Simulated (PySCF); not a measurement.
C2H8BNO. Atoms are numbered in the order given.

```xyz
13

B      0.0476    -0.4821     0.0000
C     -0.6778    -1.8908     0.0000
H     -1.3389    -1.9837    -0.8872
H     -1.3389    -1.9837     0.8872
H      0.0168    -2.7546     0.0000
O     -0.7688     0.6383     0.0000
C     -0.2282     1.9382     0.0000
H      0.3988     2.1357    -0.9017
H     -1.0603     2.6713     0.0000
H      0.3988     2.1357     0.9017
N      1.4618    -0.3631     0.0000
H      1.9689     0.5208     0.0000
H      2.0702    -1.1793     0.0000
```

The structure is a stationary point at PBE-D3(BJ)/def2-SVP. The structure was generated by enumeration, and PubChem lists no compound with its InChIKey, so it may never have been made. Other conformers were not sampled.

Method: PySCF with PBE-D3(BJ)/def2-SVP.

Frequencies are harmonic and unscaled.

Computed normal modes with their intensities:
```csv
mode,ν (cm⁻¹),IR (km/mol),moving atoms (share of kinetic energy)
1,61,2.3,H 94 %
2,137,0.3,H 93 %
3,152,3.1,"H 34 %, O 34 %, C 27 %"
4,233,1.0,"C 34 %, H 32 %, N 21 %"
5,317,0.1,"H 38 %, C 25 %, N 22 %, O 10 %"
6,392,144.9,"H 84 %, N 15 %"
7,453,9.5,"H 55 %, B 33 %"
8,462,3.2,"C 31 %, H 31 %, O 25 %"
9,573,1.4,"H 75 %, B 17 %"
10,739,4.7,"C 31 %, H 27 %, N 22 %, O 18 %"
11,819,1.5,"H 66 %, C 23 %, N 10 %"
12,843,5.8,"H 57 %, N 19 %, O 15 %"
13,866,16.4,"H 51 %, B 28 %, C 19 %"
14,1085,24.4,"C 36 %, O 35 %, H 19 %, B 9 %"
15,1134,0.3,"H 75 %, C 19 %"
16,1164,1.6,"H 68 %, C 20 %"
17,1227,40.8,"H 60 %, B 18 %, C 10 %, O 9 %"
18,1327,168.4,"B 41 %, H 35 %, C 18 %"
19,1336,306.6,"H 37 %, B 37 %, O 13 %, C 11 %"
20,1386,2.7,H 96 %
21,1400,1.1,H 90 %
22,1422,4.5,H 97 %
23,1425,9.7,H 96 %
24,1450,42.8,"H 70 %, B 17 %"
25,1547,186.7,"H 66 %, N 20 %, B 13 %"
26,2905,67.5,H 97 %
27,2970,51.0,"H 90 %, C 10 %"
28,2973,4.8,H 97 %
29,3040,28.4,"H 91 %, C 9 %"
30,3054,8.4,"H 91 %, C 9 %"
31,3069,20.8,"H 91 %, C 9 %"
32,3532,19.3,H 96 %
33,3634,19.6,"H 91 %, N 9 %"
```
